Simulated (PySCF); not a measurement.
# SbC: everyday levels beside a composite calculation

PySCF; the state is a doublet (σ ↑). The composite is CCSD(T) extrapolated to the basis-set limit from two correlation-consistent sets, with core-valence (CV) and scalar-relativistic (SR) terms as its label shows; it has no spin–orbit coupling and nothing beyond (T). Here it is CCSD(T)/CBS(DT). It gives Re = 1.886 Å, ωe = 850 cm⁻¹ and De = 3.57 eV to Sb + C.

| level | basis | relativity | Re (Å) | ωe (cm⁻¹) | De (eV) |
| --- | --- | --- | --- | --- | --- |
| ROHF | def2-SVP | scalar-relativistic core potentials | 1.841 | 998 | -0.31 |
| ROHF | aug-cc-pVDZ-PP/aug-cc-pVDZ | scalar-relativistic core potentials | 1.847 | 976 | -0.31 |
| ROHF-MP2 | aug-cc-pVDZ-PP/aug-cc-pVDZ | scalar-relativistic core potentials | 1.933 | 796 | 3.34 |
| ROHF-SCS-MP2 | def2-SVP | scalar-relativistic core potentials | 1.925 | 804 | 2.99 |
| ROHF-CCSD | def2-SVP | scalar-relativistic core potentials | 1.896 | 865 | 2.51 |
| PBE | def2-SVP | scalar-relativistic core potentials | 1.898 | 844 | 3.90 |
| PBE | aug-cc-pVDZ-PP/aug-cc-pVDZ | scalar-relativistic core potentials | 1.900 | 836 | 3.83 |
| PBEsol | aug-cc-pVDZ-PP/aug-cc-pVDZ | scalar-relativistic core potentials | 1.891 | 851 | 4.11 |
| BLYP | def2-SVP | scalar-relativistic core potentials | 1.911 | 820 | 3.79 |
| M06 | aug-cc-pVDZ-PP/aug-cc-pVDZ | scalar-relativistic core potentials | 1.894 | 821 | 3.73 |

Q: Give the difference of each row from the composite.

A: 

| level | basis | ΔRe (pm) | Δωe (%) | ΔDe (eV) |
| --- | --- | --- | --- | --- |
| ROHF | def2-SVP | -4.5 | +17.4 | -3.88 |
| ROHF | aug-cc-pVDZ-PP/aug-cc-pVDZ | -3.9 | +14.8 | -3.88 |
| ROHF-MP2 | aug-cc-pVDZ-PP/aug-cc-pVDZ | +4.7 | -6.4 | -0.23 |
| ROHF-SCS-MP2 | def2-SVP | +3.9 | -5.4 | -0.58 |
| ROHF-CCSD | def2-SVP | +1.0 | +1.8 | -1.06 |
| PBE | def2-SVP | +1.2 | -0.7 | +0.33 |
| PBE | aug-cc-pVDZ-PP/aug-cc-pVDZ | +1.4 | -1.6 | +0.26 |
| PBEsol | aug-cc-pVDZ-PP/aug-cc-pVDZ | +0.5 | +0.1 | +0.54 |
| BLYP | def2-SVP | +2.5 | -3.5 | +0.22 |
| M06 | aug-cc-pVDZ-PP/aug-cc-pVDZ | +0.8 | -3.4 | +0.16 |

Q: Which rows come closest in De?

A: M06 in aug-cc-pVDZ-PP/aug-cc-pVDZ (+0.16 eV), counted from the composite.

⟨S²⟩ is raised (SbC 0.95), so spin contamination touches these numbers. Correlated steps freeze 5 core orbitals. Correlated levels converge slowly with the basis: in double zeta they bind strong bonds too weakly, by up to about 1 eV, and carry superposition errors of some tenths. These are scalar-relativistic numbers at best; spin–orbit coupling would shift them, the dissociation energy most. UHF is strongly spin-contaminated for SbC, so the ROHF reference used there is far from stable. A negative De means that the minimum lies above the separated atoms at that level. The state is the lowest determinant that a PBE0 search found; another state may lie lower at other levels.
